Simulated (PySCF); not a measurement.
Radial density of Bi²⁺ (bismuth, charge +2)

r2SCAN, [Xe] 4f14 5d10 6s2 6p1, 2P determinant. All numbers are calculated (PySCF 2.14, a scalar-relativistic core potential, in aug-cc-pwCVQZ-PP with ECP60MDF (10s10p8d6f4g1h, 169 functions)). This is the valence pseudo-density: the core potential removes the inner electrons and smooths the orbitals near the nucleus.

| r (bohr) | 4πr²ρ (e/bohr) | 4πr²(ρα − ρβ) |
| --- | --- | --- |
| 0.00845 | 1.937e-05 | 0.0000 |
| 0.0142 | 4.180e-05 | 0.0000 |
| 0.0239 | 7.912e-05 | 0.0000 |
| 0.0402 | 0.0001218 | 0.0000 |
| 0.0676 | 0.0001920 | 0.0000 |
| 0.114 | 0.0006886 | 0.0000 |
| 0.191 | 0.007755 | 0.0001 |
| 0.322 | 0.2202 | 0.0016 |
| 0.541 | 6.456 | 0.0480 |
| 0.911 | 21.85 | 0.0389 |
| 1.53 | 8.147 | 0.1674 |
| 2.58 | 1.589 | 0.5049 |
| 4.33 | 0.09530 | 0.0704 |
| 7.29 | 0.0002612 | 0.0002 |

Energies and moments cover only the electrons outside the core potential. Spin-orbit coupling, absent here, splits the open shell strongly.
